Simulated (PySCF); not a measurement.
**Electronic structure of Ga⁻ (gallium, charge -1) at the UHF level**

Configuration: [Ar] 3d10 4s2 4p2, high-spin 3P determinant. Computed with PySCF 2.14 in aug-cc-pwCVDZ-PP with ECP10MDF (6s5p4d1f, 48 functions), with scalar relativity through the core potential.

| Property | Result |
| --- | --- |
| Total energy | -258.289203 hartree |
| One-electron energy | -467.1804 hartree |
| Hartree (Coulomb) energy | 230.7293 hartree |
| Exchange energy | -21.8381 hartree |
| ⟨S²⟩ | 2.0130 |
| ⟨L²⟩ | 2.026 |
| Sum of ⟨r⟩ | 27.61 bohr |
| Sum of ⟨r²⟩ | 82.12 bohr² |
| Traceless quadrupole moment −½Σ⟨3z² − r²⟩ along its main axis | 11.0 e·bohr² |

| shell | electrons | mean orbital energy (eV) | spread (eV) | rms radius, mean of both spins (bohr) |
| --- | --- | --- | --- | --- |
| 3s α | 1 | -174.23 | 0 | 0.701 |
| 3s β | 1 | -174.23 | 0 | 0.701 |
| 3p α | 3 | -119.32 | 0.020 | 0.739 |
| 3p β | 3 | -119.28 | 0.182 | 0.739 |
| 3d α | 5 | -26.546 | 0.126 | 0.894 |
| 3d β | 5 | -26.533 | 0.189 | 0.894 |
| 4s α | 1 | -7.880 | 0 | 2.78 |
| 4s β | 1 | -5.653 | 0 | 2.78 |
| 4p α | 2 | -0.506 | 0.000 | 5.22 |

Energies and moments cover only the electrons outside the core potential.
